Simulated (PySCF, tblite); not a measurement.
Isomers of C9H9 (doublet state), one GFN2-xTB conformer each. Single-point energies are computed at B3LYP/pcH-1 (PySCF, gas phase, no added dispersion term), electronic only. GFN2-xTB treats the open shell by occupation alone, and not every SCF solution was tested for stability.

| SMILES | GFN2-xTB relative energy (kJ/mol) |
| --- | --- |
| [H]/[C]=C1/[C@@H](C(=C)C)[C@H]1C#C | 31.0 |
| C=CC#C/C=[C]\C1CC1 | 0.0 |

Conformers: `[H]/[C:1]=[C:2]1/[C@@H:3]([C:4](=[CH2:5])[CH3:6])[C@H:7]1[C:8]#[CH:9]` (doublet state) with C2–C3–C4–C5 21°; `[CH2:1]=[CH:2][C:3]#[C:4]/[CH:5]=[C:6]\[CH:7]1[CH2:8][CH2:9]1` (doublet state) with C5–C6–C7–C8 -27°.

Task: What does B3LYP/pcH-1 give for the same structures?

Result: 
| SMILES | B3LYP/pcH-1 E (Eh) | B3LYP/pcH-1 (kJ/mol) | GFN2-xTB (kJ/mol) | point group |
| --- | --- | --- | --- | --- |
| C=CC#C/C=[C]\C1CC1 | -348.19671 | 0.0 | 0.0 | C1 |
| [H]/[C]=C1/[C@@H](C(=C)C)[C@H]1C#C | -348.16170 | 91.9 | 31.0 | C1 |

Both levels put the same isomer lowest. 

Task: What happens when harmonic zero-point energies from GFN2-xTB frequencies are added?

Result: 
```json
{"SMILES": "C=CC#C/C=[C]\\C1CC1", "ZPE (kJ/mol)": "369.2", "electronic (kJ/mol)": "0.0", "with ZPE (kJ/mol)": "0.0"}
{"SMILES": "[H]/[C]=C1/[C@@H](C(=C)C)[C@H]1C#C", "ZPE (kJ/mol)": "363.2", "electronic (kJ/mol)": "91.9", "with ZPE (kJ/mol)": "85.9"}
```

The zero-point energies span 6.0 kJ/mol. The order is unchanged.
